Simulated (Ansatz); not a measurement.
Wavefunction ladder for C₃H₅ClSi, SMILES `[SiH3]C1=CC1Cl`

```xyz
10

Si   -1.6051    0.0046    0.5688
C     0.0760   -0.2021   -0.1596
C     1.0680   -0.9243   -0.6030
C     1.3249    0.5012   -0.5550
Cl    2.3963    1.1764    0.7168
H    -2.4047    0.8787   -0.3255
H    -2.2596   -1.3200    0.7011
H    -1.4663    0.6479    1.8975
H     1.4758   -1.9000   -0.8104
H     1.3947    1.1376   -1.4308
```

The species carries charge 0 and has multiplicity 1. The geometry is a stationary point of PBE0-D4/def2-TZVP. Frozen core, restricted reference, Ansatz. CBS rows extrapolate triple and quadruple zeta; past MP2 they add the triple-zeta difference.

```json
{"basis": "def2-TZVPP", "HF (Eh)": "-864.92546", "MP2 corr.": "-0.78667", "CCSD corr.": "-0.83403", "(T)": "-0.03952", "CCSD(T) total": "-865.79901"}
{"basis": "def2-QZVPP", "HF (Eh)": "-864.95224", "MP2 corr.": "-0.84567", "CCSD corr.": "–", "(T)": "–", "CCSD(T) total": "–"}
{"basis": "CBS(def2)", "HF (Eh)": "-864.95593", "MP2 corr.": "-0.88937", "CCSD corr.": "-0.93672", "(T)": "as TZ", "CCSD(T) total": "-865.93217"}
```
